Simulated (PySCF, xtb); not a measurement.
C₂H₃BrF₂, SMILES FC(C)(F)Br.

Harmonic wavenumbers (cm⁻¹) from GFN2-xTB in xtb at its own minimum, in rising order: 191, 250, 271, 280, 376, 485, 575, 871, 941, 1074, 1134, 1174, 1385, 1443, 1445, 3027, 3053, 3056.

Question: What does PBE0-D3(BJ)/def2-SVP (PySCF) give at its own minimum? (The exact figures need the calculation; the answer reports its results.)

Answer: 255, 275, 308, 328, 416, 546, 657, 922, 989, 1122, 1262, 1269, 1406, 1447, 1450, 3083, 3192, 3217. Paired by order, the mean absolute difference is 62 cm⁻¹ and the zero-point energies are 30.1 and 31.7 kcal/mol.
